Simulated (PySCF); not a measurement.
**Functional dependence of a UV spectrum**

Compound: lithium potassium, KLi.
Bonds: Li1–K2.

Linear-response calculations in the def2-SVPD basis (PySCF; singlets by full response, triplets Tamm–Dancoff, core orbitals frozen in the response; HF means time-dependent Hartree–Fock). 'Strongest' is the level of largest summed f among the singlets computed (10 roots, of which the last may lack a degenerate partner); it can jump between rows when another state enters that window. S1 is the lowest singlet of each run and needn't be the same state throughout; f(S1) is that of one state. Geometry: PBE0-D3(BJ)/def2-SVP; no solvent, vibrations or thermal averaging.

| functional | kind | S1 (eV) | f(S1) | strongest (eV) | T1 (eV) | HOMO (eV) | gap (eV) | ionisation energy, ΔSCF (eV) |
| --- | --- | --- | --- | --- | --- | --- | --- | --- |
| LDA | LDA | 1.70 | 0.578 | 2.24 | 0.79 | -2.90 | 1.08 | 4.71 |
| PBE | GGA | 1.70 | 0.561 | 2.18 | 0.73 | -2.83 | 1.09 | 4.61 |
| B3LYP | global hybrid, 20% exact exchange | 1.72 | 0.572 | 2.24 | 0.80 | -3.19 | 1.72 | 4.65 |
| PBE0 | global hybrid, 25% exact exchange | 1.70 | 0.558 | 2.15 | 0.72 | -3.26 | 1.96 | 4.51 |
| BHandHLYP | global hybrid, 50% exact exchange | 1.73 | 0.569 | 2.22 | 0.81 | -3.61 | 2.71 | 4.46 |
| CAM-B3LYP | range-separated hybrid | 1.75 | 0.572 | 2.24 | 0.81 | -3.97 | 3.21 | 4.55 |
| wB97X-D | range-separated hybrid | 1.65 | 0.561 | 2.10 | 1.12 | -4.44 | 4.25 | 4.40 |
| LC-wPBE | range-separated hybrid | 1.78 | 0.554 | 2.14 | 0.78 | -4.63 | 4.45 | 4.33 |
| HF | Hartree–Fock | 1.67 | 0.551 | 2.06 | 0.42 | -4.09 | 4.07 | not settled |

S1 runs from 1.65 eV (wB97X-D) to 1.78 eV (LC-wPBE), a spread of 0.13 eV, while the orbital gap spreads over 3.4 eV. −ε(HOMO) comes closest to its own ΔSCF ionisation energy with wB97X-D (+0.05 eV) and misses most with LDA (-1.81 eV). 'Not settled' means that the ion's SCF failed to converge or may have ended in another state than the lowest.
